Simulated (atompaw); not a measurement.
**u(r) = r·R(r): atom against pseudo-atom (S (Z = 16))**

Columns: radius, all-electron u(r) and pseudo u(r) of the 3p shell (level -7.01 eV) of sulfur in the configuration [Ne] 3s2 3p4; PBE, scalar-relativistic, PAW (atompaw) scheme, atompaw 4.2.0.5.

```
r (bohr)  all-electron  pseudo
   0.060       -0.0790  0.0032
   0.119       -0.1982  0.0124
   0.179       -0.2869  0.0278
   0.238       -0.3267  0.0486
   0.298       -0.3231  0.0750
   0.358       -0.2850  0.1063
   0.417       -0.2240  0.1411
   0.477       -0.1471  0.1799
   0.537       -0.0620  0.2214
   0.596        0.0244  0.2642
   0.656        0.1116  0.3088
   0.715        0.1939  0.3530
   0.775        0.2725  0.3976
   0.835        0.3450  0.4412
   0.894        0.4097  0.4824
   0.954        0.4688  0.5221
   1.013        0.5203  0.5585
   1.073        0.5662  0.5923
   1.133        0.6056  0.6226
   1.192        0.6383  0.6488
   1.252        0.6657  0.6717
   1.312        0.6876  0.6905
   1.371        0.7043  0.7055
   1.431        0.7167  0.7170
   1.490        0.7248  0.7248
   1.550        0.7294  0.7294
```

Problem. How many radial nodes do the two functions have?

Solution. The all-electron 3p function has n − l − 1 = 1; the pseudo-wave has 0, since the states of the same l below it are removed with the core.

Problem. Is the pseudo-wave norm-conserving?

Solution. No, it belongs to a PAW set: the norm inside the radius is not constrained, and the difference is carried by the augmentation charge.
